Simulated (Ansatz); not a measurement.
Molecule: C4H2ISe, charge 0, multiplicity 2. It need not be the lowest isomer of its formula. 
Geometry from a B3LYP-D3(BJ)/def2-TZVP (Ansatz, a program for electronic structure) optimisation:
```xyz
8

I      2.0526    -0.3893     0.0718
C     -0.0365    -0.1755    -0.0101
C     -0.8982    -1.3295    -0.1041
C     -2.1874    -0.9586    -0.1431
Se    -2.5158     0.8684    -0.0691
C     -0.6357     1.0383     0.0222
H     -0.5326    -2.3446    -0.1372
H     -0.1721     2.0079     0.0897
```
Charge 0, spin multiplicity 2.

Quantity: atomisation energy (electronic, to ground-state atoms), in eV. Valence correlation only, unless marked. UHF or UKS for open shells. No spin-orbit coupling. Frozen are the shells of the preceding noble gas and the d and f shells that filled before the atom's block. Past Kr the def2 sets carry scalar-relativistic core potentials. STO-3G rows are all-electron and non-relativistic. The coupled-cluster limit lacks core correlation, which all-electron functionals hold. CBS marks a two-point X^-3 extrapolation of the correlation energy; Hartree-Fock from the larger set.

```json
[
 {"level": "HF/def2-SVP", "program": "Ansatz", "atomisation energy (eV)": "23.22", "minus last row": "-10.10"},
 {"level": "HF/def2-TZVPP", "program": "Ansatz", "atomisation energy (eV)": "22.79", "minus last row": "-10.53"},
 {"level": "HF/def2-QZVPP", "program": "Ansatz", "atomisation energy (eV)": "22.82", "minus last row": "-10.50"},
 {"level": "BLYP/def2-TZVPD", "program": "Ansatz", "atomisation energy (eV)": "33.15", "minus last row": "-0.17"},
 {"level": "wB97M-V/def2-TZVPD", "program": "Ansatz", "atomisation energy (eV)": "33.35", "minus last row": "0.03"},
 {"level": "CCSD/def2-SVP", "program": "Ansatz", "atomisation energy (eV)": "30.75", "minus last row": "-2.57"},
 {"level": "CCSD/CBS(def2-TZVPP,def2-QZVPP)", "program": "Ansatz", "atomisation energy (eV)": "32.20", "minus last row": "-1.12"},
 {"level": "CCSD(T)/STO-3G", "program": "Ansatz", "atomisation energy (eV)": "33.51", "minus last row": "0.19"},
 {"level": "CCSD(T)/def2-TZVPP", "program": "Ansatz", "atomisation energy (eV)": "32.30", "minus last row": "-1.02"},
 {"level": "CCSD(T)/CBS(def2-TZVPP,def2-QZVPP)", "program": "Ansatz", "atomisation energy (eV)": "33.32", "minus last row": "0.00"}
]
```

The UHF reference is spin-contaminated (<S^2> 0.44 over the pure value in the largest basis).
